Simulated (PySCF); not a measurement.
# `C[C@@H]1[C@@H](O)C[Si@]1(C)F`, C$_{5}$H$_{11}$FOSi

Geometry (Å), atoms numbered from 1 in this order:
```xyz
19

C    -1.2202    0.2023    1.8126
C    -0.5807    0.4357    0.4520
C    -1.2633   -0.3057   -0.7317
O    -2.0090    0.5214   -1.5886
C    -0.0244   -0.8683   -1.4594
Si    1.0855   -0.3988    0.0119
C     2.7320    0.5094   -0.1418
F     1.3490   -1.6869    0.9758
H    -1.1935   -0.8544    2.0681
H    -0.6865    0.7516    2.5847
H    -2.2599    0.5309    1.8178
H    -0.5848    1.5067    0.2341
H    -1.8913   -1.1215   -0.3473
H    -2.7161    0.9347   -1.0825
H    -0.1196   -1.9137   -1.7366
H     0.1493   -0.2975   -2.3677
H     3.1011    0.7986    0.8368
H     2.6479    1.4030   -0.7498
H     3.4747   -0.1382   -0.5960
```

The calculation used TDDFT PBE0/def2-SVPD circular dichroism and optical rotation, one conformer, gas phase in PySCF 2.14.0. Geometry: GFN2-xTB.

The molecule is flexible and this is one conformer; a measurement averages over conformers. States above about 7.4 eV (minus the energy of the highest occupied orbital) lie near or above the ionisation threshold and depend on the basis.

(1) Draw the ECD and absorption spectra from the lowest 16 states, each a Gaussian of half-width 0.35 eV at 1/e height.

Answers

(1) 
| E (eV) | λ (nm) | Δε (L mol⁻¹ cm⁻¹) | ε (L mol⁻¹ cm⁻¹) |
| --- | --- | --- | --- |
| 6.06 | 205 | -0.44 | 47.5 |
| 6.16 | 201 | -0.92 | 99.6 |
| 6.26 | 198 | -1.66 | 179 |
| 6.36 | 195 | -2.58 | 277 |
| 6.46 | 192 | -3.48 | 378 |
| 6.56 | 189 | -4.19 | 480 |
| 6.66 | 186 | -4.76 | 612 |
| 6.76 | 183 | -5.48 | 846 |
| 6.86 | 181 | -6.71 | 1260 |
| 6.96 | 178 | -8.47 | 1880 |
| 7.06 | 176 | -10.26 | 2670 |
| 7.16 | 173 | -11.31 | 3510 |
| 7.26 | 171 | -11.16 | 4290 |
| 7.36 | 168 | -9.81 | 4960 |
| 7.46 | 166 | -7.53 | 5490 |
| 7.56 | 164 | -4.64 | 5870 |
| 7.66 | 162 | -1.81 | 6100 |
| 7.76 | 160 | -0.37 | 6220 |
| 7.86 | 158 | -1.73 | 6290 |
| 7.96 | 156 | -6.30 | 6430 |
| 8.06 | 154 | -12.73 | 6720 |
| 8.16 | 152 | -18.47 | 7160 |
| 8.26 | 150 | -21.24 | 7550 |

Δε uses R in velocity form, ε uses f in length form. Only the states computed contribute, so the short-wavelength end is incomplete.
